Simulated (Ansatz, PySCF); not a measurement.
Gas-phase reaction (SMILES): COB(O)OC + Cl (HCl) -> COB(Cl)OC [chloro(dimethoxy)borane] + O (H2O); hydrogen chloride cleaves one B-O bond, a model of a ligand-exchange step.

Geometries: B3LYP-D3(BJ)/def2-TZVP minima from Ansatz (an electronic-structure program), one conformer each, not searched for the lowest. Cores are frozen in the correlated levels unless marked. No spin-orbit coupling. Non-relativistic. CBS marks a two-point X^-3 extrapolation of the correlation energy; Hartree-Fock from the larger set. Thermal terms are rigid-rotor harmonic-oscillator values from B3LYP-D3(BJ) frequencies (Ansatz or PySCF) at 298.15 K and 1 atm. 1 Eh = 627.5095 kcal/mol.

```
species    E, CCSD(T)/CBS(cc-pV(T+d)Z,cc-pV(Q+d)Z) (Ansatz) (Eh)  E, PBE-D3(BJ)/def2-TZVPD (Ansatz + dftd3) (Eh)  H - E (Eh)
---------  -----------------------------------------------------  ----------------------------------------------  ----------
COB(O)OC                                              -330.75679                                      -330.83886     0.11352
Cl (HCl)                                              -460.37849                                      -460.62865     0.01000
COB(Cl)OC                                             -714.74588                                      -715.07467     0.09987
O (H2O)                                                -76.37426                                       -76.38147     0.02495
```

### Question
Work out ΔE and ΔH at 298.15 K at the first level, then ΔH at the second.

### Answer

1. ΔE = [(-714.74588) + (-76.37426)] - [(-330.75679) + (-460.37849)] = 0.01514 Eh = 9.5 kcal/mol at CCSD(T)/CBS(cc-pV(T+d)Z,cc-pV(Q+d)Z).
2. The terms H - E add up to 0.00130 Eh, so ΔH = (0.01514 + (0.00130))×627.5095 = 10.3 kcal/mol.
3. At PBE-D3(BJ)/def2-TZVPD the same steps give ΔE = 7.1 and ΔH = 8.0 kcal/mol, a shift of -2.3 from the first level.
4. These values are not checked against measurement here, since the tables used lack a sound gas-phase enthalpy of formation for at least one species.
